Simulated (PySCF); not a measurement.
C7H14OP (charge +1).
SMILES with atom numbers: `[CH2:1]=[CH:2][CH2:3][PH+:4]1[CH2:5][CH2:6][O:7][CH2:8][CH2:9]1`

NICS = −σ at a ghost point: NICS(0) at the centroid of the ring atoms, NICS(1) 1 Å to either side along the normal of their mean plane, zz for the tensor component along that normal. Level: GIAO PBE0/pcSseg-1 (PySCF, non-relativistic, gas phase) on the GFN2-xTB geometry, one conformer.

Ring bond lengths (Å), with Mayer bond orders in brackets: P4–C5 1.817 (1.01), C5–C6 1.547 (0.98), C6–O7 1.414 (0.91), O7–C8 1.412 (0.91), C8–C9 1.548 (0.97), C9–P4 1.816 (0.99).

Question: Give the NICS values of each ring in ppm.

Answer: 
```csv
ring,type,NICS(0),"NICS(1), two faces","NICS(1)zz, two faces",rms pucker (Å),"centre to ring atoms, mean (Å)"
P4–C5–C6–O7–C8–C9,6-membered ring with O and P; formal bonds all single,-2.9,-6.4 / -1.3,0.6 / 3.0,0.37,1.48
```

Question: What do they say, and how far can they be read as aromaticity?

Answer: 
- P4–C5–C6–O7–C8–C9: mean NICS(1)zz 1.8 ppm, near zero. P4, C5, C6, C8, C9 have four or more neighbours, and the NICS criterion for π rings isn't applied.

Question: What are the shieldings of the ring atoms and their hydrogens in the same run (means over atoms taken as equivalent)?

Answer: 
```tsv
atoms	environment	σ isotropic (ppm)	principal values of the symmetric part, first atom (ppm)
P4	phosphonium phosphorus	359.3	333.0, 363.5, 381.5
C5 (×2)	sp3 carbon bound to phosphorus	161.0	131.9, 169.6, 183.2
C6 (×2)	sp3 carbon bound to oxygen	120.4	92.2, 100.5, 168.3
O7	cyclic ether oxygen	272.5	200.5, 287.0, 330.1
H on P4	P–H hydrogen	25.28	20.7, 24.6, 30.5
H on C5 (×2)	methylene hydrogen	28.34	23.8, 26.6, 35.1
H on C5 (×2)	methylene hydrogen	29.14	24.5, 27.6, 35.1
H on C6 (×2)	methylene hydrogen	27.78	23.1, 26.8, 33.5
H on C6 (×2)	methylene hydrogen	26.83	21.7, 25.5, 33.2
```
